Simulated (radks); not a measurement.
Spin polarisation of the 4f3 shell in Pr2+. Start: [Xe] 4f(up 1.5, down 1.5); electrons of 4f are moved from spin down to spin up, other shells keep equal spins. Calculated with a radial shooting solver on a logarithmic mesh with Libxc functionals: non-relativistic Kohn-Sham, PBEsol, spin-polarised, spherical densities, point nucleus.

moment (Bohr magnetons)  E - E(0) (eV)  e(4f up) (eV)  e(4f down) (eV)  5p down minus up (eV)
0                                0.000        -16.458          -16.458                 0.000
0.75                            -0.093        -16.693          -16.197                  0.250
1.5                             -0.372        -16.902          -15.910                  0.500
2.25                            -0.837        -17.085          -15.598                  0.751
3                               -1.487        -17.239          -15.259                  1.005

At moment 3 the spin-polarisation energy is -1.487 eV and the 4f exchange splitting 1.980 eV, that is 0.660 eV per Bohr magneton; E = -I m^2/4 would give I = 0.661 eV.
